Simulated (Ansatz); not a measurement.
Consider the isomerisation: `N[Si@@H]1S[C@@H]1F` → `FC1N[SiH2]S1`.

Program: Ansatz. Geometries: PBE0-D4/def2-TZVP. ΔE: electronic, gas phase. CCSD(T)/CBS is the MP2 limit (def2-TZVPP, def2-QZVPP) plus CCSD(T) − MP2 in def2-TZVPP, frozen cores. Functionals use def2-TZVPP. B3LYP here is the variant with VWN-RPA as its local correlation; programs differ in this. One conformer a species, not always the lowest.

Task: Is it downhill or uphill in electronic energy at CCSD(T)/CBS, and by how much? (Best estimate.)

Result: Computed: Downhill: ΔE = -0.05 eV.

Task: What do these levels give: B3LYP-D4, ωB97X-V, B2PLYP, SCS-MP2/def2-TZVPP, MP2/def2-QZVPP, HF/CBS(def2)? (Estimate.)

Result: Computed: B3LYP-D4 -0.03, ωB97X-V -0.13, B2PLYP -0.04, SCS-MP2/def2-TZVPP -0.11, MP2/def2-QZVPP -0.04, HF/CBS(def2) -0.22 eV.

Largest T1 diagnostic among the species: 0.013.

In def2-TZVPP, CCSD(T) changes the Hartree–Fock value by +0.13 eV (the triples alone add +0.02 eV) and MP2 by +0.16 eV. From PBE to PBE0 (25 % exact exchange), in def2-TZVPP and without D4, ΔE moves by −0.08 eV.
